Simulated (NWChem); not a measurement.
Molecule: CrO3; SMILES [O]=[Cr](=[O])=[O]

Computed with NWChem. Coordinates come from a PBE0/def2-SVP optimisation. Ions are spin-unrestricted doublets at the neutral geometry; other ion states weren't tried.

For level PBE/def2-TZVP:

```
Item                                   Value
-------------------------------------  -----
vertical ionisation energy, ΔSCF (eV)  11.35
−ε(HOMO) (eV)                           7.58
```

Task: How do the values read with level LDA (Slater exchange, VWN5)/def2-TZVP instead?

Result: 
- vertical ionisation energy, ΔSCF (eV): 11.69
- −ε(HOMO) (eV): 7.85
